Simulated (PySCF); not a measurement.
Compound: calcium monohydride cation, CaH (charge +1).
Numbering: `[CaH+:1]` (hydrogens: H2 on Ca1)

All values: PBE0/pcSseg-1 and CAM-B3LYP/def2-SVPD (PySCF, non-relativistic), on one gas-phase PBE0-D3(BJ)/def2-SVP geometry that isn't relaxed in the solvent. The solvent is an IEF-PCM continuum (cavity from Bondi-type radii × 1.2). Only the electrostatic response of the medium enters.

Gas phase at PBE0/pcSseg-1: HOMO -11.83 eV, LUMO -7.10 eV.

Problem. What does the continuum do to the energy and the frontier levels at PBE0/pcSseg-1 in chloroform and dichloromethane?

Solution. 
```
        solvent      ε  E(solvent) − E(gas) (kcal/mol)  polarisation term (kcal/mol)  distortion of the solute (kcal/mol)  HOMO (eV)  LUMO (eV)
     chloroform  4.711                          -55.69                        -57.50                                 1.81      -8.44      -2.97
dichloromethane   8.93                          -63.58                        -66.22                                 2.64      -8.09      -2.43
```

The first energy column is the sum of the next two and covers electrostatics alone. From chloroform to dichloromethane the lowering changes by a factor 1.14, Born's factor 1 − 1/ε by 1.13 and ε itself by 1.9.

Problem. Which radius a makes Born's formula ΔE = −(q²/2a)(1 − 1/ε) give the value in dichloromethane?

Solution. a = q²(1 − 1/ε)/(2|ΔE|) = 2.32 Å, with q = +1 e and |ΔE| = 0.1013 Eh; the farthest nucleus lies 0.94 Å from the centroid of the nuclei. The formula assumes a point charge at the centre of a sphere.

Problem. Which Hirshfeld charges (PBE0/pcSseg-1) respond most in chloroform (means over atoms taken as equivalent)?

Solution. 
```json
{"atoms": "H2", "environment": "hydrogen on calcium", "gas (e)": "-0.251", "solvent (e)": "-0.312", "change": "-0.061"}
{"atoms": "Ca1", "environment": "calcium bonded to H", "gas (e)": "+1.252", "solvent (e)": "+1.312", "change": "+0.060"}
```

Problem. Which Mayer bond orders change most in chloroform?

Solution. 
```json
{"bond": "Ca1–H2", "length (Å)": "1.882", "gas": "0.985", "solvent": "0.919", "change": "-0.066"}
```

Gas phase at CAM-B3LYP/def2-SVPD: HOMO -13.12 eV, LUMO -6.54 eV.

Problem. What does the continuum do to the energy and the frontier levels at CAM-B3LYP/def2-SVPD in chloroform?

Solution. 
| solvent | ε | E(solvent) − E(gas) (kcal/mol) | polarisation term (kcal/mol) | distortion of the solute (kcal/mol) | HOMO (eV) | LUMO (eV) |
| --- | --- | --- | --- | --- | --- | --- |
| chloroform | 4.711 | -55.99 | -57.81 | 1.82 | -9.77 | -2.39 |

Problem. How does the static polarisability (CAM-B3LYP/def2-SVPD, frozen core, with the continuum's full static response) change?

Solution. 
```tsv
medium	isotropic (au)	principal values (au)	⟨r²⟩ of the electrons (bohr²)
gas	25.8	19.6, 19.6, 38.3	42.1
chloroform	25.9	20.9, 20.9, 35.9	43.2
```

The isotropic value in chloroform is 1.00 times the gas-phase one; no cavity-field correction is applied. ⟨r²⟩ is taken about the centre of nuclear charge.
